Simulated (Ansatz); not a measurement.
A set of 12 reactions (hydrogenolysis), with CCSD(T)/CBS values in kJ/mol:

```
                                                         reaction      ΔE
                    `CC(=O)[O][GeH3]` + H₂ → `O=C[O][GeH3]` + CH₄   -37.9
                                  `CC#CC=S` + H₂ → `C#CC=S` + CH₄   -40.7
      `[OH][Al]([Br])[O][SiH3]` + H₂ → `[SiH3][O][AlH][Br]` + H₂O   110.6
                              `OBS[SiH3]` + H₂ → `BS[SiH3]` + H₂O    97.1
                    `FC(F)(Cl)C[SiH3]` + H₂ → `CC(F)(F)Cl` + SiH₄   -31.7
                          `CB1O[SiH2]1` + H₂ → `B1O[SiH2]1` + CH₄   -10.2
                              `N/C=C(\N)F` + H₂ → `N/C=C\N` + H–F   -92.5
                   `O[CH](F)[GeH2][F]` + H₂ → `[F][GeH3]` + `OCF`   -52.9
         `[CH3][GeH]([SiH3])[Cl]` + H₂ → `[CH3][GeH2][Cl]` + SiH₄    -2.5
                         `[OH][InH][F]` + H₂ → `[OH][InH2]` + H–F    44.2
`F[CH2][Al]([SiH3])[SiH3]` + H₂ → `[CH3][Al]([SiH3])[SiH3]` + H–F  -141.3
                  `N[SiH2]O[SiH2]N` + H₂ → `N[SiH2]O[SiH3]` + NH₃    46.2
```

Calculated with Ansatz (gas phase, PBE0-D4/def2-TZVP geometries, no zero-point term in ΔE). CBS: MP2 limit from def2 TZ/QZ plus the TZ coupled-cluster correction, frozen cores. This one scheme is used for every species. Double bonds are as drawn, so ΔE can hold a change between cis and trans. Functionals use def2-TZVPP. B3LYP here is the variant with VWN-RPA as its local correlation; programs differ in this. def2 core potentials past Kr. For Br, Ge, In outer-core shells are correlated without core-valence functions, which leaves a few kJ/mol of doubt a bond. Scalar relativity is left out up to krypton. Each species was taken in one conformer, which may not be the lowest.

Problem. Give the mean, mean absolute and largest difference (level minus CCSD(T)/CBS, kJ/mol) for: PBE-D4, r2SCAN-D4, PBE0-D4, ωB97M-V, r2SCAN, B3LYP, MP2/def2-TZVPP, CCSD/def2-TZVPP, CCSD(T)/def2-TZVPP, HF/def2-QZVPP, MP2/def2-QZVPP, HF/CBS(def2), MP2/CBS(def2), CCSD/CBS(def2). (Best estimate.)

Solution. The calculation gave: 
```tsv
level	mean	mean absolute	largest
PBE-D4	6.3	7.6	20.7
r2SCAN-D4	6.9	6.9	20.3
PBE0-D4	1.4	5.2	12.9
ωB97M-V	2.3	3.6	16.1
r2SCAN	5.9	6.1	20.0
B3LYP	-2.6	8.0	15.2
MP2/def2-TZVPP	1.7	3.4	8.1
CCSD/def2-TZVPP	-4.6	5.1	-10.1
CCSD(T)/def2-TZVPP	-1.0	2.7	-6.7
HF/def2-QZVPP	-14.3	15.9	-34.0
MP2/def2-QZVPP	2.2	4.3	7.7
HF/CBS(def2)	-14.3	15.9	-34.1
MP2/CBS(def2)	2.7	5.2	-7.9
CCSD/CBS(def2)	-3.6	3.6	-5.2
```

The largest T1 diagnostic in the set is 0.017, for `[OH][InH][F]` (customary mark 0.02).

CCSD(T)/CBS is a level of theory with its own doubt, and the functionals carry their triple-zeta basis error, so these figures describe this set and don't rank the functionals.
